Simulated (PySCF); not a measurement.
C4H5ClSi. Atoms are numbered in the order given.

```xyz
11

C      1.7707     2.0531    -0.7265
C      1.0599     1.2278    -0.1833
Si    -0.0268    -0.0005     0.6315
Cl     0.6714    -1.9180     0.2035
C     -1.7661     0.1761    -0.0013
C     -2.1309     1.0823    -0.9181
H      2.4039     2.7787    -1.2045
H      0.0551     0.1586     2.1048
H     -2.5260    -0.5061     0.4022
H     -3.1645     1.1649    -1.2722
H     -1.4084     1.7804    -1.3548
```
Charge 0, spin multiplicity 1.

The structure is a stationary point at B3LYP-D3(BJ)/def2-SVP. The structure was generated by enumeration; whether it is a known compound was not checked. Other conformers were not sampled.

These are TDDFT-PBE0/def2-SVPD (PySCF) values and carry that method's errors.

Vertical excitations. Gas-phase values at a fixed geometry.

Q: Give excitation energies, oscillator strengths and character. (An estimate is asked for; the answer gives what the named calculation found.)

A: 
| state | energy (eV) | λ (nm) | f | main pairs |
|---|---|---|---|---|
| S1 | 5.79 | 214 | 0.000 | HOMO−1→LUMO 68 % |
| S2 | 6.09 | 204 | 0.013 | HOMO−2→LUMO 39 %, HOMO→LUMO 20 %, HOMO−1→LUMO+1 18 %, HOMO−2→LUMO+2 6 % |
| S3 | 6.19 | 200 | 0.001 | HOMO−2→LUMO+1 37 %, HOMO−1→LUMO 14 %, HOMO−3→LUMO 12 %, HOMO→LUMO+1 12 % |
| S4 | 6.32 | 196 | 0.007 | HOMO−3→LUMO 49 %, HOMO−2→LUMO+1 16 %, HOMO−1→LUMO+2 10 % |
| S5 | 6.48 | 191 | 0.130 | HOMO→LUMO 58 %, HOMO−2→LUMO 11 % |
| S6 | 6.73 | 184 | 0.016 | HOMO−4→LUMO 31 %, HOMO−2→LUMO 25 %, HOMO−1→LUMO+1 11 %, HOMO−2→LUMO+2 11 % |
| S7 | 6.82 | 182 | 0.005 | HOMO−1→LUMO+2 41 %, HOMO−3→LUMO 24 %, HOMO−2→LUMO+2 8 % |
| S8 | 6.86 | 181 | 0.003 | HOMO−4→LUMO 45 %, HOMO−1→LUMO+1 14 %, HOMO−1→LUMO+2 7 % |
| S9 | 6.92 | 179 | 0.025 | HOMO→LUMO+1 55 %, HOMO→LUMO+2 14 %, HOMO−2→LUMO+1 12 % |
| S10 | 7.24 | 171 | 0.043 | HOMO−3→LUMO+1 27 %, HOMO−3→LUMO+2 22 %, HOMO−5→LUMO 18 %, HOMO→LUMO+2 11 % |
| T1 | 4.11 | 301 | 0 | HOMO→LUMO 66 %, HOMO→LUMO+2 15 % |
| T2 | 4.75 | 261 | 0 | HOMO−2→LUMO 24 %, HOMO−2→LUMO+2 16 %, HOMO−1→LUMO+1 14 %, HOMO−1→LUMO+2 9 % |
| T3 | 5.22 | 238 | 0 | HOMO−1→LUMO 34 %, HOMO−2→LUMO+1 20 %, HOMO−1→LUMO+2 16 % |
| T4 | 5.26 | 236 | 0 | HOMO−1→LUMO+1 39 %, HOMO−2→LUMO 15 %, HOMO−3→LUMO+1 10 %, HOMO−2→LUMO+2 10 % |
Triplets are in the Tamm–Dancoff approximation, which puts them higher than full response would, so one can lie above its singlet here.
